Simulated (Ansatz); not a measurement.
CH$_{6}$Cl$_{2}$O$_{2}$Si$_{2}$, SMILES `O[SiH2]C[Si](O)(Cl)Cl`, relaxed with RKS PBE0-D4/def2-TZVP in Ansatz 0.2.0 from a GFN2-xTB geometry. The force threshold is 0.005 eV/Å; the program also tests the step.

Total charge 0; spin multiplicity 1.

Start:

```xyz
13

O    -0.507   -1.461   -1.581
Si    0.446   -1.675   -0.292
C     1.070    0.024    0.340
Si   -0.306    1.273    0.642
O    -1.320    1.150   -0.635
Cl   -1.354    0.874    2.328
Cl    0.347    3.195    0.742
H    -1.049   -0.674   -1.630
H    -0.275   -2.339    0.795
H     1.570   -2.455   -0.794
H     1.643   -0.120    1.252
H     1.764    0.431   -0.394
H    -2.031    1.776   -0.774
```

Question: How much energy does the relaxation release, and in how many steps? (An estimate is asked.)

Answer: Ansatz gave: 0.10 eV, in 11 steps.

Question: Which bonds change most? (Best estimate.)

Answer: The calculation gave: C3–Si4 from 1.882 to 1.833 Å; Si2–C3 from 1.917 to 1.883 Å; Si2–H10 from 1.457 to 1.482 Å; O1–Si2 from 1.617 to 1.641 Å.

Question: Give the relaxed structure. (Estimate.)

Answer: The calculation gave: 
```xyz
13

O    -0.420   -1.456   -1.691
Si    0.436   -1.637   -0.302
C     1.048    0.037    0.306
Si   -0.290    1.251    0.616
O    -1.342    1.149   -0.638
Cl   -1.274    0.836    2.362
Cl    0.386    3.178    0.763
H    -1.026   -0.708   -1.694
H    -0.369   -2.259    0.784
H     1.590   -2.512   -0.622
H     1.620   -0.094    1.230
H     1.723    0.455   -0.449
H    -2.081    1.761   -0.665
```
